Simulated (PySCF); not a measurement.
## Working out the excitation energy of N⁺

N⁺ [He] 2s2 2p2 (3P) → N⁺ [He] 2s1 2p3 (5S). Computed with PySCF 2.14 in aug-cc-pVDZ-DK, with the spin-free X2C one-electron Hamiltonian (Gaussian nucleus). Frozen: 1s2. Energies in hartree (1 hartree = 27.21139 eV):

```tsv
part	N⁺ (lower)	N⁺ (upper)
UHF	-53.910695	-53.759335
MP2 opposite-spin	-0.046057	0.000000
MP2 same-spin	-0.008785	-0.018298
```

What does Hartree-Fock give?

(-53.759335) − (-53.910695) = 0.151360 hartree = 4.119 eV.

What do MP2 and SCS-MP2 (6/5 opposite-spin, 1/3 same-spin) give?

The opposite-spin parts differ by 1.253 eV and the same-spin parts by -0.259 eV. MP2: 4.119 + (1.253) + (-0.259) = 5.113 eV. SCS-MP2: 4.119 + 1.2 × (1.253) + (-0.259)/3 = 5.536 eV.

Measured between the centres of the two terms (NIST): 5.790 eV, so MP2 (valence) is off by -0.677 eV.

A double-zeta basis recovers only part of the correlation energy.

What remains against the reference includes basis incompleteness, the frozen core and correlation beyond second order.
